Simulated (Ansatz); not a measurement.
Job for Ansatz (a first-principles code): U-PBE0/def2-TZVPP on Hf, 2S+1 = 3, a spin state set in the input, which need not be the lowest. Elements past Kr take the def2 small-core potentials; no spin–orbit coupling.

Ansatz 0.2 input:
```yaml
crystal:
  periodic: [false, false, false]
  atoms:
    - {symbol: Hf, position_ang: [0.00000000, 0.00000000, 0.00000000]}
basis:
  gaussian:
    orbitals: def2-TZVPP
hamiltonian:
  xc: {name: PBE0}
magnetization: {spin_polarized: true, initial_magnetization: 2}
scf: {lower_state_search: full}
```

Q: What total energy does the run end on?

A: -47.8434 hartree.

Q: How many basis functions does it have, and what does it roughly cost on one machine?

A: 56 functions; roughly 11 core-seconds.
